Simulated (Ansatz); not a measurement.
Calculation: frozen-core CCSD(T)/cc-pVTZ // B3LYP-D3(BJ)/def2-TZVP in Ansatz (a quantum-chemistry and plane-wave program).

Ansatz 0.2 input:
```yaml
crystal:
  periodic: [false, false, false]
  atoms:
    - { symbol: S, position_ang: [-1.246956, -0.88726, -0.093654] }
    - { symbol: B, position_ang: [0.094795, 0.318007, 0.028155] }
    - { symbol: S, position_ang: [-0.322124, 2.076791, 0.170648] }
    - { symbol: S, position_ang: [1.866546, -0.052616, 0.023153] }
    - { symbol: H, position_ang: [-0.510922, -2.00742, -0.177411] }
    - { symbol: H, position_ang: [-1.658389, 1.939235, 0.139302] }
    - { symbol: H, position_ang: [1.777049, -1.386737, -0.090193] }
basis:
  gaussian: { orbitals: cc-pVTZ }
correlation:
  method: ccsd_t
```

Output:

```
Functional definition: HF
998 factors; integrals over basis functions are off by at most 1.6e-3 eV
mean field evaluation 1: about -33173.3086 eV, gradient 1.9e1 eV
mean field evaluation 2: about -33173.5970 eV, gradient 1.9e1 eV
mean field evaluation 4: about -33175.3367 eV, gradient 2.8e0 eV
mean field evaluation 8: about -33175.3798 eV, gradient 2.5e-1 eV
mean field evaluation 16: about -33174.8037 eV, gradient 7.0e0 eV
mean field -33175.38013174 eV, -1219.1727327613 hartree, gradient 9.4e-6 eV, S^2 0.000000; 0 other end points of the search recorded, 0 dependent functions left out
16 core orbitals not correlated
reference -33175.38013174 eV, -1219.1727327613 hartree; 12, 12 occupied and 146, 146 virtual orbitals, 998 factors
second order -17.19313628 eV of doubles, -0.00000000 eV of singles
cycle   1  -18.07577849 eV  change   -8.8e-1 eV  update   9.9e-2
cycle   2  -18.53576775 eV  change   -4.6e-1 eV  update   2.9e-2
cycle   3  -18.62664815 eV  change   -9.1e-2 eV  update   1.5e-2
cycle   4  -18.61985930 eV  change    6.8e-3 eV  update   4.0e-3
cycle   5  -18.61802876 eV  change    1.8e-3 eV  update   1.6e-3
cycle   6  -18.61760984 eV  change    4.2e-4 eV  update   4.6e-4
cycle   7  -18.61758057 eV  change    2.9e-5 eV  update   1.2e-4
cycle   8  -18.61762284 eV  change   -4.2e-5 eV  update   3.9e-5
cycle   9  -18.61762753 eV  change   -4.7e-6 eV  update   1.1e-5
perturbative correction -0.91823156 eV, -0.0337443873 hartree
Total energy: -33194.91599083 eV, -1219.8906623408 hartree
```

Cost: roughly 50 core-seconds.
